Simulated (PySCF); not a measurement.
A structure optimised at PBE0-D3(BJ)/def2-TZVP, used in a PySCF frequency run:

```
Se
H 1 1.4728
Se 1 2.3244 2 96.48
H 3 1.4728 1 96.48 2 -90.18
```
Charge 0, spin multiplicity 1.

Write its SMILES, formula and point group.

[SeH][SeH], H2Se2, C2

What are its rotational constants (standard atomic weights)?

118.80, 2.3071, 2.3070 GHz
